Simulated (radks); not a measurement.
All-electron atom: Si3+ in [Ne] 3s1. All-electron calculation, scalar-relativistic Kohn-Sham, PBEsol, spin-polarised, spherical densities, finite nucleus; open shells are filled with parallel spins first; Fermi nuclear charge, rms radius 3.1224 fm. Program: a radial shooting solver on a logarithmic mesh with Libxc functionals.

Unscreened Slater integrals over Kohn-Sham orbitals (eV). They are taken over the spin-up orbitals. Empty in this configuration: 3p.

integral,value
"F0(3s,3s)",13.314
"F0(3s,2p)",17.543
"G1(3s,2p)",1.4065
"F0(3s,2s)",17.420
"G0(3s,2s)",1.1153
"F0(3s,1s)",19.283
"G0(3s,1s)",0.54939
"F0(3s,3p)",12.629
"G1(3s,3p)",8.4731
"F0(2p,2p)",46.805
"F2(2p,2p)",21.468
"F0(2p,2s)",44.821
"G1(2p,2s)",26.742
"F0(2p,1s)",66.018
"G1(2p,1s)",8.9520
"F0(2p,3p)",16.242
"F2(2p,3p)",2.9385
"G0(2p,3p)",1.2629
"G2(2p,3p)",1.2385
"F0(2s,2s)",43.539
"F0(2s,1s)",61.613
"G0(2s,1s)",4.9499
"F0(2s,3p)",16.076
"G1(2s,3p)",0.98834
"F0(1s,1s)",229.92
"F0(1s,3p)",17.939
"G1(1s,3p)",0.89541
"F0(3p,3p)",12.053
"F2(3p,3p)",6.2245
